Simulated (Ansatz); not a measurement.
Total energies of Pb3S8 (the lowest singlet isomer of a short search) from Ansatz at PBE0-D4/def2-SVP, gas phase (1 Eh = 27.2114 eV = 2625.5 kJ/mol). The reference geometry is relaxed at PBE-D4/def2-SVP.

Cartesian coordinates in Å:
```
Pb 1.1596 -1.2832 -0.4144
Pb -0.7441 0.7277 2.2355
Pb -2.8030 -0.0539 -1.0141
S -1.3612 2.2213 -0.3821
S 1.7787 -0.6778 2.9608
S 0.4889 1.7474 -1.3371
S -0.1173 1.1238 -3.2419
S 1.8425 0.8588 1.3649
S -1.3217 -1.4356 0.7552
S -0.9529 -0.7568 -2.9067
S 2.0305 -2.4717 1.9798
```

```tsv
state	geometry	energy (Eh)
charge 0 singlet	reference	-3762.40297
charge 1 doublet	reference	-3762.13855
charge -1 doublet	reference	-3762.44357
charge -1 doublet	relaxed at PBE-D4/def2-SVP	-3762.48520
charge 0 triplet	relaxed at PBE-D4/def2-SVP	-3762.37705
charge 0 quintet	relaxed at PBE-D4/def2-SVP	-3762.31899
free Pb atom (triplet)	–	-192.83297
free S atom (triplet)	–	-397.83788
```

In the def2 sets Pb takes a core potential; there is no spin–orbit coupling.

Problem. Work out the vertical ionisation energy to the doublet.

Solution. E(charge 1 doublet) − E(charge 0 singlet) = -3762.13855 − (-3762.40297) = 0.26442 Eh = 7.20 eV. For comparison, −ε of the highest occupied level is 5.71 eV at this level, 1.49 eV less.

Problem. Work out the vertical electron affinity, to the doublet.

Solution. E(charge 0 singlet) − E(charge -1 doublet) = -3762.40297 − (-3762.44357) = 0.04060 Eh = 1.10 eV. The basis lacks diffuse functions, which makes affinities too small.

Problem. Give the fundamental gap IE − EA, the Mulliken electronegativity (IE + EA)/2 and the hardness (IE − EA)/2.

Solution. From the values in Eh: IE − EA = 0.26442 − 0.04060 = 0.22382 Eh = 6.09 eV; (IE + EA)/2 = 4.15 eV; (IE − EA)/2 = 3.05 eV. The HOMO–LUMO gap of the same run is 3.35 eV, 2.74 eV smaller than the fundamental gap.

Problem. How much does the charge -1 doublet relax, and what is the adiabatic electron affinity?

Solution. Relaxation: -3762.44357 − (-3762.48520) = 0.04163 Eh = 1.13 eV. Adiabatic electron affinity: 0.08223 Eh = 2.24 eV, without zero-point energy. Bonds change on the way (1 lost, 0 formed), so the relaxed form is another species. 

Problem. Which of the charge 0 states is lowest, and how far above it are the others?

Solution. The singlet. triplet: -3762.37705 − (-3762.40297) = 0.02592 Eh = 68.1 kJ/mol; quintet: -3762.31899 − (-3762.40297) = 0.08398 Eh = 220.5 kJ/mol. The triplet differs in its bonds from the reference. The quintet differs in its bonds from the reference.

Problem. What is the binding energy per atom against free atoms?

Solution. Atoms: 3 × (-192.83297) + 8 × (-397.83788) = -3761.20195 Eh. Binding: -3761.20195 − (-3762.40297) = 1.20102 Eh = 32.68 eV, or 2.97 eV for each of 11 atoms (no zero-point energy, no counterpoise term).

At PBE0-D4/def2-SVP the highest occupied level of the charge -1 doublet lies above zero (up to 0.19 eV). By energy differences its removal costs 1.10 eV (vertical, to the charge 0 singlet, at PBE0-D4/def2-SVP); self-interaction error and the lack of diffuse functions both raise the level.  

The structure comes from a short search, and lower isomers may exist.
